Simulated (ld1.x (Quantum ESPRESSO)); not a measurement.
## Pseudopotential generation for copper: PAW, PBEsol, scalar-relativistic.

ld1.x (Quantum ESPRESSO) 7.5 was run on this input:

```
&input
   title='Cu', zed=29., rel=1, dft='PBESOL', iswitch=3,
   config='[Ar] 3d9 4s0 4p0',
   nld=3, rlderiv=1.65, eminld=-12.0, emaxld=5.0, deld=0.04
 /
 &inputp
   pseudotype=3, lpaw=.true., tm=.true., lloc=-1, rcloc=1.20,
   nlcc=.true., rcore=0.60,
   which_augfun='BESSEL', rmatch_augfun=0.65,
   file_pseudopw='Cu.UPF', file_wfcaegen='ae.wfc', file_wfcncgen='nc.wfc', file_beta='beta', file_chi='chi', file_wfcusgen='us.wfc'
 /
6
3S  1  0   2.00   0.00  1.35  1.50  0.0
4S  2  0   0.00   0.00  1.35  1.50  0.0
3P  2  1   6.00   0.00  1.25  1.45  0.0
4P  3  1   0.00   0.00  1.25  1.45  0.0
3D  3  2   9.00   0.00  0.70  0.75  0.0
3D  3  2   0.00  -0.95  0.70  0.75  0.0
 &test
   configts(1)='3s2 3p6 3d9 4s0 4p0'
 /
```

Command:

```bash
ld1.x < Cu.in > Cu.out
```

The program printed (shortened: banner, matrices, multipoles, cross overlaps and the repeated all-electron block are left out):

```
Program LD1 v.7.5
     --------------------------- All-electron run ----------------------------

     Cu
     scalar relativistic calculation

     atomic number is 29.00
     dft =PBESOL   lsd =0 sic =0 latt =0  beta=0.20 tr2=1.0E-14
     Exchange-correlation= PBESOL
                           (   1   4  10   8   0   0   0)
     mesh =1199 r(mesh) = 100.25372 a.u. xmin = -7.00 dx = 0.01250
     1 Ry =  13.60569312 eV, c = 137.03599908

     n l     nl                  e(Ry)          e(Ha)          e(eV)
     1 0     1S 1( 2.00)      -651.8291      -325.9145     -8868.5867
     2 0     2S 1( 2.00)       -79.9018       -39.9509     -1087.1188
     2 1     2P 1( 6.00)       -69.2416       -34.6208      -942.0805
     3 0     3S 1( 2.00)       -10.2856        -5.1428      -139.9430
     3 1     3P 1( 6.00)        -7.1613        -3.5807       -97.4346
     3 2     3D 1( 9.00)        -2.1759        -1.0880       -29.6047
     4 0     4S 1( 0.00)        -1.6277        -0.8139       -22.1463
     4 1     4P 1( 0.00)        -1.1117        -0.5558       -15.1249

     final scf error:  7.0E-15 reached in  32 iterations

     Etot =   -3304.820424 Ry,   -1652.410212 Ha,  -44964.372515 eV

     Ekin =    3353.747721 Ry,    1676.873860 Ha,   45630.062298 eV
     Encl =   -7911.047324 Ry,   -3955.523662 Ha, -107635.282168 eV
     Eh   =    1383.468551 Ry,     691.734275 Ha,   18823.048546 eV
     Exc  =    -130.989371 Ry,     -65.494686 Ha,   -1782.201191 eV

     normalization and overlap integrals

     s(1S/1S) =  1.000000  <r> =   0.0522  <r2> =    0.0037  r(max) =   0.0341
     s(2S/2S) =  1.000000  <r> =   0.2354  <r2> =    0.0654  r(max) =   0.1960
     s(2P/2P) =  1.000000  <r> =   0.2065  <r2> =    0.0523  r(max) =   0.1585
     s(3S/3S) =  1.000000  <r> =   0.7106  <r2> =    0.5837  r(max) =   0.6112
     s(3P/3P) =  1.000000  <r> =   0.7455  <r2> =    0.6566  r(max) =   0.6189
     s(3D/3D) =  1.000000  <r> =   0.9212  <r2> =    1.1126  r(max) =   0.5961
     s(4S/4S) =  1.000000  <r> =   2.2758  <r2> =    5.8967  r(max) =   1.9546
     s(4P/4P) =  1.000000  <r> =   2.7664  <r2> =    8.7547  r(max) =   2.3577

     ------------------------ End of All-electron run ------------------------

     --------------------- Generating PAW atomic setup --------------------

      Generating local potential from pseudized AE potential:
      Matching radius rcloc =   1.2000

      Local pseudo, rcloc= 1.200 Estimated cut-off energy=    16.48 Ry

      Computing core charge for nlcc:

       r > 0.60 : true rho core
       r < 0.60 : rho core = a sin(br)/r    a=   1.73  b=   4.72

      Integrated core pseudo-charge :   0.25
      Wfc-us  3S rcutus= 1.503  Estimated cut-off energy=    25.30 Ry
      Wfc-us  4S rcutus= 1.503  Estimated cut-off energy=    52.43 Ry
      Wfc-us  3P rcutus= 1.466  Estimated cut-off energy=    40.26 Ry
      Wfc-us  4P rcutus= 1.466  Estimated cut-off energy=    76.79 Ry
      Wfc-us  3D rcutus= 0.747  Estimated cut-off energy=   201.75 Ry
      Wfc-us  3D rcutus= 0.747  Estimated cut-off energy=   205.41 Ry

     Required augmentation: BESSEL   radius:    0.650000
     Suggested rho cutoff for augmentation: 234.53 Ry

     Estimated PAW energy = -481.708647 Ryd

     ------------------- End of pseudopotential generation -------------------

     Computing logarithmic derivative in   1.65115
     Computing logarithmic derivative in   1.65115
     Computing the partial wave expansion
     R is outside the sphere for l=    0 j= 0.00
     R is outside the sphere for l=    0 j= 0.00
     R is outside the sphere for l=    1 j= 0.00
     R is outside the sphere for l=    1 j= 0.00
     R is outside the sphere for l=    2 j= 0.00
     R is outside the sphere for l=    2 j= 0.00

     ---------------------- Testing the pseudopotential ----------------------

     Cu
     scalar relativistic calculation

     atomic number is 29.00   valence charge is 19.00
     dft = SLA  PW   PSX  PSC   lsd =0 sic =0 latt =0  beta=0.20 tr2=1.0E-14
     mesh =1199 r(mesh) = 100.25372 xmin = -7.00 dx = 0.01250

     n l     nl             e AE (Ry)        e PS (Ry)    De AE-PS (Ry)
     1 0     3S   1( 2.00)      -10.28562      -10.28563        0.00001
     2 1     3P   1( 6.00)       -7.16131       -7.16132        0.00001
     3 2     3D   1( 9.00)       -2.17590       -2.17592        0.00002
     2 0     4S   1( 0.00)       -1.62772       -1.62773        0.00000
     3 1     4P   1( 0.00)       -1.11166       -1.11166       -0.00001

     eps = 8.3E-15  iter =  4

     Etot =   -3304.820424 Ry,   -1652.410212 Ha,  -44964.372515 eV
     Etotps =  -481.708705 Ry,    -240.854353 Ha,   -6553.980819 eV

     Ekin =     436.539021 Ry,     218.269511 Ha,    5939.415959 eV
     Encl =   -1107.407014 Ry,    -553.703507 Ha,  -15067.039999 eV
     Ehrt =     320.148639 Ry,     160.074320 Ha,    4355.844140 eV
     Ecxc =    -130.989351 Ry,     -65.494676 Ha,   -1782.200919 eV
     (Ecc =      -0.296063 Ry,      -0.148031 Ha,      -4.028137 eV)

     ---------------------- End of pseudopotential test ----------------------
```

The ghost test of this file was not conclusive. Its overlap operator is not positive definite in a basis up to 400 Ry (lowest eigenvalue s -0.09), so the file is unfit for use: the generalised eigenproblem breaks down once the basis is large enough, and its test numbers describe a broken file.

Generation and configuration tests took about 2.4 s on one core of a shared server CPU.

Transferability test of the new file with ld1.x, input:

```
&input
   title='Cu', zed=29., rel=1, dft='PBESOL', iswitch=2,
   config='[Ar] 3d9 4s0 4p0'
 /
 &test
   file_pseudo='Cu.UPF', nconf=8,
   configts(1)='3s2 3p6 3d9 4s0 4p0',
   configts(2)='3s2 3p6 3d10 4s1 4p0',
   configts(3)='3s2 3p6 3d10 4s0 4p0',
   configts(4)='3s2 3p6 3d8 4s0 4p0',
   configts(5)='3s2 3p6 3d7 4s0 4p0',
   configts(6)='3s2 3p6 3d9 4s2 4p0',
   configts(7)='3s2 3p6 3d10 4s0.5 4p0',
   configts(8)='3s2 3p6 3d10 4s0 4p1'
 /
```

```bash
ld1.x < Cu.test.in > Cu.test.out
```

Pseudopotential blocks of its output, shortened (energy terms left out; the distinct warnings before each block abridged to one line each):

```
     ---------------------- Testing the pseudopotential ----------------------

     n l     nl             e AE (Ry)        e PS (Ry)    De AE-PS (Ry)
     1 0     3S   1( 2.00)      -10.28562      -10.28563        0.00001
     2 1     3P   1( 6.00)       -7.16131       -7.16132        0.00001
     3 2     3D   1( 9.00)       -2.17590       -2.17592        0.00002
     2 0     4S   1( 0.00)       -1.62772       -1.62773        0.00000
     3 1     4P   1( 0.00)       -1.11166       -1.11166       -0.00001

     eps = 4.6E-15  iter =  4

     Etot =   -3304.820424 Ry,   -1652.410212 Ha,  -44964.372515 eV
     Etotps =  -481.708705 Ry,    -240.854353 Ha,   -6553.980817 eV

     ---------------------- End of pseudopotential test ----------------------

          ---------------------- Testing the pseudopotential ----------------------

     n l     nl             e AE (Ry)        e PS (Ry)    De AE-PS (Ry)
     1 0     3S   1( 2.00)       -8.40851       -8.40740       -0.00111
     2 1     3P   1( 6.00)       -5.29178       -5.29035       -0.00143
     3 2     3D   1(10.00)       -0.37181       -0.37174       -0.00007
     2 0     4S   1( 1.00)       -0.33866       -0.33894        0.00028
     3 1     4P   1( 0.00)       -0.04672       -0.04705        0.00033

     eps = 2.5E-16  iter = 16

     Etot =   -3306.982469 Ry,   -1653.491235 Ha,  -44993.788637 eV
     Etotps =  -483.871157 Ry,    -241.935579 Ha,   -6583.402474 eV
     dEtot_ae =      -2.162045 Ry
     dEtot_ps =      -2.162452 Ry,   Delta E=       0.000407 Ry

     ---------------------- End of pseudopotential test ----------------------

          ---------------------- Testing the pseudopotential ----------------------

     n l     nl             e AE (Ry)        e PS (Ry)    De AE-PS (Ry)
     1 0     3S   1( 2.00)       -9.03905       -9.03907        0.00002
     2 1     3P   1( 6.00)       -5.92482       -5.92478       -0.00004
     3 2     3D   1(10.00)       -1.00265       -1.00276        0.00011
     2 0     4S   1( 0.00)       -0.86543       -0.86537       -0.00006
     3 1     4P   1( 0.00)       -0.46986       -0.47052        0.00066

     eps = 8.9E-15  iter = 14

     Etot =   -3306.386894 Ry,   -1653.193447 Ha,  -44985.685430 eV
     Etotps =  -483.275373 Ry,    -241.637686 Ha,   -6575.296414 eV
     dEtot_ae =      -1.566470 Ry
     dEtot_ps =      -1.566667 Ry,   Delta E=       0.000197 Ry

     ---------------------- End of pseudopotential test ----------------------

          Warning: n=1, l=0 expected 0 nodes, found 1
     ---------------------- Testing the pseudopotential ----------------------

     n l     nl             e AE (Ry)        e PS (Ry)    De AE-PS (Ry)
     1 0     3S   1( 2.00)      -11.78484      -11.78435       -0.00048
     2 1     3P   1( 6.00)       -8.64464       -8.64389       -0.00074
     3 2     3D   1( 8.00)       -3.59268       -3.59225       -0.00042
     2 0     4S   1( 0.00)       -2.51736       -2.51725       -0.00010
     3 1     4P   1( 0.00)       -1.89446       -1.89997        0.00551  !

     eps = 1.6E-15  iter = 11

     Etot =   -3301.954541 Ry,   -1650.977271 Ha,  -44925.380194 eV
     Etotps =  -478.842753 Ry,    -239.421376 Ha,   -6514.987546 eV
     dEtot_ae =       2.865883 Ry
     dEtot_ps =       2.865953 Ry,   Delta E=      -0.000070 Ry

     ---------------------- End of pseudopotential test ----------------------

          BEWARE! Errors in PS-KS equations
     Warning: n=2, l=0 expected 1 nodes, found 4
     Warning: n=2, l=1 expected 0 nodes, found 1
     Warning: n=3, l=1 expected 1 nodes, found 2
     ---------------------- Testing the pseudopotential ----------------------

     n l     nl             e AE (Ry)        e PS (Ry)    De AE-PS (Ry)
     1 0     3S   1( 2.00)      -13.48256      -13.15581       -0.32675  !
     2 1     3P   1( 6.00)      -10.32258       -9.99854       -0.32404  !
     3 2     3D   1( 7.00)       -5.21100       -5.37675        0.16575  !
     2 0     4S   1( 0.00)       -3.51383       -3.51383        0.00000
     3 1     4P   1( 0.00)       -2.79501       -2.79501        0.00000

     eps = 9.0E-15  iter = 19

     Etot =   -3297.568566 Ry,   -1648.784283 Ha,  -44865.705964 eV
     Etotps =  -212.397389 Ry,    -106.198694 Ha,   -2889.813688 eV
     dEtot_ae =       7.251858 Ry
     dEtot_ps =     269.311317 Ry,   Delta E=    -262.059459 Ry

     ---------------------- End of pseudopotential test ----------------------

          ---------------------- Testing the pseudopotential ----------------------

     n l     nl             e AE (Ry)        e PS (Ry)    De AE-PS (Ry)
     1 0     3S   1( 2.00)       -8.79788       -8.79414       -0.00374
     2 1     3P   1( 6.00)       -5.67166       -5.66709       -0.00457
     3 2     3D   1( 9.00)       -0.70160       -0.70037       -0.00124
     2 0     4S   1( 2.00)       -0.42860       -0.42939        0.00079
     3 1     4P   1( 0.00)       -0.08340       -0.08363        0.00023

     eps = 5.2E-15  iter = 21

     Etot =   -3306.836563 Ry,   -1653.418281 Ha,  -44991.803480 eV
     Etotps =  -483.726294 Ry,    -241.863147 Ha,   -6581.431509 eV
     dEtot_ae =      -2.016139 Ry
     dEtot_ps =      -2.017589 Ry,   Delta E=       0.001450 Ry

     ---------------------- End of pseudopotential test ----------------------

          ---------------------- Testing the pseudopotential ----------------------

     n l     nl             e AE (Ry)        e PS (Ry)    De AE-PS (Ry)
     1 0     3S   1( 2.00)       -8.70785       -8.70728       -0.00057
     2 1     3P   1( 6.00)       -5.59233       -5.59156       -0.00077
     3 2     3D   1(10.00)       -0.67206       -0.67210        0.00004
     2 0     4S   1( 0.50)       -0.59247       -0.59263        0.00017
     3 1     4P   1( 0.00)       -0.24447       -0.24501        0.00053

     eps = 5.6E-15  iter = 14

     Etot =   -3306.750637 Ry,   -1653.375319 Ha,  -44990.634404 eV
     Etotps =  -483.639181 Ry,    -241.819590 Ha,   -6580.246279 eV
     dEtot_ae =      -1.930213 Ry
     dEtot_ps =      -1.930476 Ry,   Delta E=       0.000263 Ry

     ---------------------- End of pseudopotential test ----------------------

          ---------------------- Testing the pseudopotential ----------------------

     n l     nl             e AE (Ry)        e PS (Ry)    De AE-PS (Ry)
     1 0     3S   1( 2.00)       -8.56539       -8.56564        0.00025
     2 1     3P   1( 6.00)       -5.44994       -5.45016        0.00021
     3 2     3D   1(10.00)       -0.52760       -0.52771        0.00010
     2 0     4S   1( 0.00)       -0.44536       -0.44509       -0.00027
     3 1     4P   1( 1.00)       -0.12525       -0.12541        0.00016

     eps = 3.3E-15  iter = 15

     Etot =   -3306.675972 Ry,   -1653.337986 Ha,  -44989.618536 eV
     Etotps =  -483.564853 Ry,    -241.782426 Ha,   -6579.234992 eV
     dEtot_ae =      -1.855548 Ry
     dEtot_ps =      -1.856148 Ry,   Delta E=       0.000599 Ry

     ---------------------- End of pseudopotential test ----------------------
```
